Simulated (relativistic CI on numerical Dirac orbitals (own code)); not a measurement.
# Line list: Electric-dipole lines, I44+

Calculated at this level of theory: Dirac-Coulomb-Breit CI, orbitals from a KLI potential per configuration, a model potential for QED, unscaled Slater integrals (own radial code, finite nucleus).

CI space (outside the closed core 1s2): 2s²2p⁵, 2s2p⁶, 2p⁶3s, 2p⁶3p, 2p⁶3d, 2s²2p⁴3s, 2s²2p⁴3p, 2s²2p⁴3d, 2s2p⁵3s, 2s2p⁵3p, 2s2p⁵3d, 2s²2p⁴4s, 2s²2p⁴4p, 2s²2p⁴4d, 2s²2p⁴4f, 2s2p⁵4s, 2s2p⁵4p, 2s2p⁵4d, 2s²2p³3s², 2s2p⁵4f, 2s²2p³3s3p, 2s²2p⁴5s, 2s²2p⁴5p, 2s²2p⁴5d, 2s²2p⁴5f, 2s²2p⁴5g, 2s²2p³3s3d, 2s²2p³3p², 2s²2p³3p3d, 2s2p⁴3s², 2s²2p³3d², 2s2p⁴3s3p, 2s2p⁴3s3d, 2s2p⁴3p², 2s2p⁵5s, 2s2p⁵5p. Levels of other configurations are missing.

| λ vac (nm) | Lower | Upper | A (s⁻¹) | log gf | S velocity/length |
| --- | --- | --- | --- | --- | --- |
| 0.26052 | 2s²2p⁵ ²P°1/2 [2] | 2s²2p⁴3d ²D3/2 [90] | 3.61e+14 | 0.17 | 1.00 |
| 0.26098 | 2s²2p⁵ ²P°3/2 [1] | 2s²2p⁴3d ²P3/2 [52] | 4.32e+14 | 0.25 | 0.99 |
| 0.26104 | 2s²2p⁵ ²P°3/2 [1] | 2s²2p⁴3d ²F5/2 [51] | 3.51e+14 | 0.33 | 1.00 |
| 0.26212 | 2s2p⁶ ²S1/2 [3] | 2s2p⁵3d ²P°3/2 [104] | 3.55e+14 | 0.16 | 0.98 |
| 0.27670 | 2s²2p⁵ ²P°3/2 [1] | 2s²2p⁴3d ²D5/2 [29] | 2.27e+14 | 0.19 | 1.00 |
| 0.27723 | 2s²2p⁵ ²P°1/2 [2] | 2s²2p⁴3d ²D3/2 [59] | 6.22e+14 | 0.46 | 1.00 |
| 0.27723 | 2s²2p⁵ ²P°1/2 [2] | 2s²2p⁴3d ²P1/2 [58] | 5.92e+14 | 0.13 | 0.99 |
| 0.27772 | 2s2p⁶ ²S1/2 [3] | 2s2p⁵3d ²P°3/2 [91] | 3.12e+14 | 0.16 | 0.98 |
| 0.27776 | 2s²2p⁵ ²P°3/2 [1] | 2s²2p⁴3d ²P3/2 [26] | 2.98e+14 | 0.14 | 0.99 |
| 0.27819 | 2s²2p⁵ ²P°3/2 [1] | 2s²2p⁴3d ²D5/2 [24] | 3.69e+14 | 0.41 | 1.00 |
| 0.78992 | 2s²2p⁴3p ²D°5/2 [8] | 2s²2p⁴4d ²F7/2 [127] | 2.32e+13 | 0.24 | 1.00 |
| 0.82937 | 2s²2p⁴3p ⁴D°7/2 [11] | 2s²2p⁴4d ⁴F9/2 [130] | 2.91e+13 | 0.48 | 1.00 |
| 0.87326 | 2s²2p⁴3d ²G7/2 [46] | 2s²2p⁴4f ²H°9/2 [185] | 5.52e+13 | 0.80 | 1.00 |
| 0.87350 | 2s²2p⁴3d ⁴D5/2 [16] | 2s²2p⁴4f ⁴F°7/2 [135] | 3.93e+13 | 0.56 | 0.99 |
| 0.87532 | 2s²2p⁴3d ²F7/2 [18] | 2s²2p⁴4f ²G°9/2 [134] | 5.31e+13 | 0.79 | 1.00 |
| 0.88186 | 2s²2p⁴3d ⁴D7/2 [47] | 2s²2p⁴4f ⁴G°9/2 [180] | 5.73e+13 | 0.82 | 0.99 |
| 0.88279 | 2s²2p⁴3d ²G9/2 [53] | 2s²2p⁴4f ²H°11/2 [189] | 5.87e+13 | 0.92 | 1.00 |
| 0.88289 | 2s²2p⁴3d ²F7/2 [19] | 2s²2p⁴4f ²G°9/2 [139] | 5.11e+13 | 0.78 | 0.99 |
| 0.88357 | 2s²2p⁴3d ⁴F9/2 [20] | 2s²2p⁴4f ⁴G°11/2 [140] | 5.88e+13 | 0.92 | 1.00 |
| 0.89836 | 2s²2p⁴3d ²D5/2 [24] | 2s²2p⁴4f ²F°7/2 [141] | 3.85e+13 | 0.57 | 0.99 |

Terms are leading LS components. Brackets give the number of a level in order of energy, since labels repeat. The list gives strong lines, with weight on those to low levels, among the lowest 400 of 1235 levels, so that lines to higher ones, which can be the strongest, are missing. Levels whose partners in the same complex of configurations lie outside the list can be far off, and so can their lines. Rates are taken at the computed energies, electric ones in the length gauge. A velocity-to-length ratio far from 1 marks an uncertain rate.

At this charge energies of transitions that change n are usually good to better than 1 %, and those within a shell (Δn = 0) to a few per cent.

LS names give the leading component of a level, which can be under half, so a name can repeat, a term be missing and a line seem to break the LS rules.
